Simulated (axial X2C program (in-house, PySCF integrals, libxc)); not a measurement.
MgAu⁺: cheaper levels and CCSD(T), 2c

All values were computed with an in-house relativistic program for diatomic molecules. Two-component (2c) means X2C with spin–orbit coupling and atomic mean-field two-electron Coulomb and Gaunt terms. Basis: Au dyall-cv3z [13s14p9d6f4g], Mg dyall-cv3z [9s8p6d3f] (cores contracted in-house); Gaussian nuclei, density fitting, unrestricted open shells. Masses: Au 196.967 u, Mg 23.985 u.

State: Ω = 0 (closed shell); fragments Au + Mg+.

| level | Re (Å) | ωe (cm⁻¹) | De (eV) |
| --- | --- | --- | --- |
| PBE0 | 2.374 | 330.8 | 2.45 |
| HF | 2.471 | 277.3 | 1.40 |
| MP2 | 2.337 | 363.4 | 2.35 |
| CCSD | 2.377 | 332.4 | 2.42 |
| PBE50 | 2.378 | 326.6 | 2.30 |

Correlated methods: 12 electrons correlated (number of frozen shells: Au 5 s, 4 p, 2 d, 1 f; Mg 2 s, 1 p), 334 virtual spin orbitals or spinors in MP2, 90 natural virtuals in coupled cluster.

CCSD(T), same Hamiltonian and basis:

Re = 2.369 Å, ωe = 339.1 cm⁻¹, De = 2.48 eV; T1 = 0.035 (Lee–Taylor normalisation).

Task: Give the differences from CCSD(T) in the columns below.

Result: 

| level | ΔRe (Å) | Δωe (cm⁻¹) | ΔDe (eV) |
| --- | --- | --- | --- |
| PBE0 | 0.005 | -8 | -0.03 |
| HF | 0.102 | -62 | -1.08 |
| MP2 | -0.032 | 24 | -0.13 |
| CCSD | 0.008 | -7 | -0.06 |
| PBE50 | 0.009 | -12 | -0.18 |

One determinant describes the state; a PBE0 search over occupations chose it and may have missed a lower one. The closed shell is kept restricted, so the energy runs too high when the bond is stretched far. De is counted from the lowest determinant-based energies of the atoms at the same level, without counterpoise correction. CCSD and (T) use frozen natural virtuals with an MP2 correction for the truncation; (T) itself is uncorrected, so its De runs slightly low. The T1 diagnostic is large, a sign of multireference character.
